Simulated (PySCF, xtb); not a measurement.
silacyclobutane (C3H8Si), SMILES C1[SiH2]CC1.

GFN2-xTB in xtb at its own geometry gives an orbital gap of 4.82 eV and a dipole moment of 0.32 D.

The structure is a stationary point at B3LYP-D3(BJ)/def2-SVP.

Q: What does CAM-B3LYP/def2-TZVP (PySCF) give? (The exact figures need the calculation; the answer reports its results.)

A: gap 10.48 eV (levels -9.19 and 1.28 eV), dipole 0.40 D.
